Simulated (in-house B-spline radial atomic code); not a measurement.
Ionising Sm II (Sm+) with different functionals

Computed with an all-electron radial atomic-structure program (B-spline basis): four-component Dirac-Coulomb Hamiltonian, Fermi nucleus of rms radius 5.0819 fm, spin-restricted, spherical fractional occupations for the functionals, and exact exchange of hybrids averaged over the configuration. The ionisation energy is the difference of two self-consistent energies, [Xe] 4f6 6s1 → [Xe] 4f6, without Breit or QED terms; ε is the level of the shell that loses the electron (mean over j).

```tsv
method	rung	ΔSCF (eV)	-ε(6s) (eV)
BHandHLYP	global hybrid	11.03	9.68
B3LYP	global hybrid	?	?
PBE0	global hybrid	10.94	9.02
LC-wPBE	range-separated hybrid	?	?
```

**Question.** What does LC-wPBE give?

**Answer.** ΔSCF 10.76 eV, and -ε(6s) = 10.76 eV.

**Question.** What does B3LYP give?

**Answer.** ΔSCF 11.23 eV, and -ε(6s) = 9.08 eV.

**Question.** Among the functionals, which spreads more, the ΔSCF values or the orbital energies?

**Answer.** The orbital energies: ΔSCF values span about 0.48 eV and the orbital energies 1.74 eV.

**Question.** How do they compare with the NIST value?

**Answer.** NIST lists 11.08 eV ± 0.02 (semi-empirical, ground level to ground level). Errors run from -0.32 to +0.16 eV; BHandHLYP is closest (-0.05 eV), but part of that can be cancellation, since the calculations leave out Breit-QED terms, spin polarisation, the choice among j levels, multiplet and fine-structure energies.
